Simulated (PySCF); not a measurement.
A run for PySCF: D3(BJ) and D4 dispersion corrections on SiH4 (SMILES [SiH4]).

```python
from pyscf import gto
from pyscf.dispersion import dftd3, dftd4

mol = gto.M(
    atom='''
    Si    0.00000000   -0.00000000   -0.00000000
    H     0.85467615    0.85467615    0.85467615
    H    -0.85467615   -0.85467615    0.85467615
    H    -0.85467615    0.85467615   -0.85467615
    H     0.85467615   -0.85467615   -0.85467615
    ''',
    basis='def2-svp',
    charge=0, spin=0, verbose=0, max_memory=1800)
d3, d4 = {}, {}
for xc in ['hf', 'pbe', 'blyp', 'revpbe', 'tpss', 'r2scan', 'b3lyp', 'pbe0', 'bhlyp', 'camb3lyp', 'b2plyp']:
    d3[xc] = float(dftd3.DFTD3Dispersion(mol, xc=xc, version='d3bj', atm=False).get_dispersion()['energy'])
    print(f'D3(BJ) {xc:10s} {d3[xc]:14.8f} Eh')
for xc in ['hf', 'pbe', 'blyp', 'revpbe', 'tpss', 'r2scan', 'b3lyp', 'pbe0', 'bhlyp', 'camb3lyp', 'b2plyp']:
    d4[xc] = float(dftd4.DFTD4Dispersion(mol, xc={'camb3lyp': 'cam-b3lyp'}.get(xc, xc), atm=True).get_dispersion()['energy'])
    print(f'D4     {xc:10s} {d4[xc]:14.8f} Eh')
```

It printed:

```
D3(BJ) hf            -0.01883859 Eh
D3(BJ) pbe           -0.00179448 Eh
D3(BJ) blyp          -0.00389235 Eh
D3(BJ) revpbe        -0.00478803 Eh
D3(BJ) tpss          -0.00222049 Eh
D3(BJ) r2scan        -0.00044161 Eh
D3(BJ) b3lyp         -0.00316737 Eh
D3(BJ) pbe0          -0.00149482 Eh
D3(BJ) bhlyp         -0.00248263 Eh
D3(BJ) camb3lyp      -0.00129278 Eh
D3(BJ) b2plyp        -0.00143398 Eh
D4     hf            -0.00650830 Eh
D4     pbe           -0.00155591 Eh
D4     blyp          -0.00361753 Eh
D4     revpbe        -0.00568018 Eh
D4     tpss          -0.00211353 Eh
D4     r2scan        -0.00035151 Eh
D4     b3lyp         -0.00252341 Eh
D4     pbe0          -0.00127061 Eh
D4     bhlyp         -0.00174820 Eh
D4     camb3lyp      -0.00125538 Eh
D4     b2plyp        -0.00106621 Eh
```

The run finished.

Cost: very roughly 0.04 core-seconds.
